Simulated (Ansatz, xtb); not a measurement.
Two structures of CH5FGa−

Structure I: a singlet given by its coordinates. Structure II: a singlet given by its coordinates. Both are isolated ions in the gas phase, relaxed with BLYP-D3(BJ)/def2-SVPD.

I (Å):

```xyz
8

C     0.6885    1.6171    0.4971
F     3.0226    1.7741    2.5940
Ga    2.2833    0.5968    1.2862
H     0.1678    1.0211   -0.2841
H     1.0160    2.5706    0.0315
H    -0.0550    1.8643    1.2841
H     3.4694    0.3360    0.2008
H     1.8395   -0.7452    2.0956
```

Close contacts (Å): C1–Ga3 2.05, F2–Ga3 1.91, C1–H4 1.11, C1–H5 1.11, C1–H6 1.11, Ga3–H7 1.63, Ga3–H8 1.63.

II (Å):

```xyz
8

C     1.4838    2.1587    1.1586
F     0.8299    2.4852    2.4307
Ga    1.6535    0.1278    0.7514
H     2.4747    2.6620    1.2145
H     0.8851    2.6948    0.3890
H     2.4056    0.0839   -0.7023
H     2.5637   -0.5916    1.8909
H     0.1753   -0.5431    0.6537
```

Close contacts (Å): C1–F2 1.47, C1–Ga3 2.08, C1–H4 1.11, C1–H5 1.11, Ga3–H6 1.64, Ga3–H7 1.63, Ga3–H8 1.63.

Task: Estimate E(II) − E(I) at the level CCSD(T)/def2-SVPD + ΔMP2/def2-TZVPPD.

Result: Calculated at CCSD(T)/def2-SVPD + ΔMP2/def2-TZVPPD: E(II) − E(I) = +2.271 eV, so structure I lies lower.

How the difference moves with the method:

| level | geometry | E(II) − E(I) (eV) | departure from the last row (eV) | job, with rough time for the two |
| --- | --- | --- | --- | --- |
| BLYP-D3(BJ)/def2-SVPD | BLYP-D3(BJ)/def2-SVPD | +2.093 | −0.177 | optimisation, 17 s |
| HF/def2-SVPD | BLYP-D3(BJ)/def2-SVPD | +2.287 | +0.016 | part of the CCSD(T) run |
| MP2/def2-SVPD | BLYP-D3(BJ)/def2-SVPD | +2.463 | +0.193 | part of the CCSD(T) run |
| CCSD(T)/def2-SVPD | BLYP-D3(BJ)/def2-SVPD | +2.311 | +0.041 | single point |
| CCSD(T)/def2-SVPD + ΔMP2/def2-TZVPPD | BLYP-D3(BJ)/def2-SVPD | +2.271 |  | single point, 41 s |

The levels shown agree on the order. The largest departure from CCSD(T)/def2-SVPD + ΔMP2/def2-TZVPPD is that of MP2/def2-SVPD, 0.193 eV. Levels run at GFN2-xTB geometries aren't shown. The last row adds to CCSD(T) the change of the MP2 difference between the two basis sets, here −0.041 eV.

With harmonic frequencies from BLYP-D3(BJ)/def2-SVPD (ideal gas, rigid rotor, one conformer each, 298.15 K, 1 atm): the zero-point term adds −0.062 eV; ΔH is +2.201 and ΔG +2.214 eV.

The correlated steps freeze 11 core orbitals; the filled d shell of Ga is correlated, in a basis made for valence electrons. Programs: Ansatz 0.2.0; the last row on 2 threads of Intel(R) Xeon(R) Processor @ 2.70GHz on a shared host.
